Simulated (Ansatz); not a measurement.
Ansatz (a quantum-chemistry and plane-wave program) input (B3LYP-D3(BJ)/def2-TZVP):

Ansatz 0.2 input:
```yaml
crystal:
  periodic: [false, false, false]
  atoms:
    - {symbol: La, position_ang: [0.18678777, -0.39379489, -0.93343229]}
    - {symbol: F, position_ang: [-1.58234641, -0.79369408, 0.38164722]}
    - {symbol: F, position_ang: [-0.05283763, 1.76038155, -0.36681694]}
    - {symbol: F, position_ang: [1.43062504, -0.58875886, 0.91826535]}
basis:
  gaussian:
    orbitals: def2-TZVP
hamiltonian:
  xc: b3lyp
  dispersion: d3bj
total_charge: 1
magnetization: {spin_polarized: true, initial_magnetization: 1}
relax: {f_tol: 0.002, max_steps: 150}
```

End of the output:

```
integrals: 0.04 GiB planned
815 factors; their error is unknown
mean field: 0.54 GiB planned
mean field -9008.96897338 eV, -331.0735032733 hartree, gradient 1.5e-5 eV, S^2 0.760063; 0 other end points of the search recorded, 0 dependent functions left out
the calculation of the forces begins
reference -9008.96925781 eV, -331.0735137258 hartree; 19, 18 occupied and 114, 115 virtual orbitals, 815 factors
relax step   9: F+E_penalty+E_count = -9009.05514557 eV  Δ(F+E_penalty+E_count) = -1.676e-3 eV  max|allowed force component| = 4.788e-2 eV/Å  Δτ_max = 0.0667 Å  (85 SCF iters, accepted)
these checks for a lower state are left out or cut short: starts, cluster_reference, orbital_swaps, neighbouring_geometries, increment
integrals: 0.04 GiB planned
815 factors; their error is unknown
mean field: 0.54 GiB planned
mean field -9008.97065272 eV, -331.0735649877 hartree, gradient 1.6e-5 eV, S^2 0.760142; 0 other end points of the search recorded, 0 dependent functions left out
the calculation of the forces begins
reference -9008.97093825 eV, -331.0735754809 hartree; 19, 18 occupied and 114, 115 virtual orbitals, 815 factors
relax step  10: F+E_penalty+E_count = -9009.05669487 eV  Δ(F+E_penalty+E_count) = -1.549e-3 eV  max|allowed force component| = 2.538e-2 eV/Å  Δτ_max = 0.0441 Å  (75 SCF iters, accepted)
these checks for a lower state are left out or cut short: starts, cluster_reference, orbital_swaps, neighbouring_geometries, increment
integrals: 0.04 GiB planned
815 factors; their error is unknown
mean field: 0.54 GiB planned
mean field -9008.97069353 eV, -331.0735664876 hartree, gradient 8.8e-6 eV, S^2 0.760140; 0 other end points of the search recorded, 0 dependent functions left out
the calculation of the forces begins
reference -9008.97097910 eV, -331.0735769819 hartree; 19, 18 occupied and 114, 115 virtual orbitals, 815 factors
relax step  11: F+E_penalty+E_count = -9009.05673650 eV  Δ(F+E_penalty+E_count) = -4.163e-5 eV  max|allowed force component| = 3.194e-3 eV/Å  Δτ_max = 0.0025 Å  (69 SCF iters, accepted)
these checks for a lower state are left out or cut short: starts, cluster_reference, orbital_swaps, neighbouring_geometries, increment
integrals: 0.04 GiB planned
815 factors; their error is unknown
mean field: 0.54 GiB planned
mean field evaluation 256: about -9008.9707 eV, gradient 4.4e-5 eV
mean field -9008.97069671 eV, -331.0735666043 hartree, gradient 6.2e-6 eV, S^2 0.760142; 0 other end points of the search recorded, 0 dependent functions left out
the calculation of the forces begins
reference -9008.97098226 eV, -331.0735770983 hartree; 19, 18 occupied and 114, 115 virtual orbitals, 815 factors
relax step  12: F+E_penalty+E_count = -9009.05673755 eV  Δ(F+E_penalty+E_count) = -1.050e-6 eV  max|allowed force component| = 2.397e-4 eV/Å  Δτ_max = 0.0005 Å  (63 SCF iters, accepted)
integrals: 0.04 GiB planned
815 factors; their error is unknown
mean field: 0.54 GiB planned
mean field evaluation 288: about -9008.9707 eV, gradient 1.1e-4 eV
mean field -9008.97069671 eV, -331.0735666043 hartree, gradient 6.2e-6 eV, S^2 0.760142; 7 other end points of the search recorded, 0 dependent functions left out
the calculation of the forces begins
reference -9008.97098226 eV, -331.0735770983 hartree; 19, 18 occupied and 114, 115 virtual orbitals, 815 factors
Total energy: -9009.05702311 eV, -331.0767390410 hartree
Atom 0 at     0.155480     0.091346    -0.013750 Å, force    -0.000038    -0.000240     0.000085 eV/Å
Atom 1 at    -1.674735    -0.987504     0.137300 Å, force     0.000234     0.000153    -0.000023 eV/Å
Atom 2 at    -0.240817     2.013774    -0.924428 Å, force     0.000008    -0.000077     0.000040 eV/Å
Atom 3 at     1.742301    -1.133483     0.800541 Å, force    -0.000203     0.000164    -0.000102 eV/Å
Dipole moment:     0.380351     0.225838    -0.032124 e Å
```

The spin state was set by rule; other spins were not relaxed.
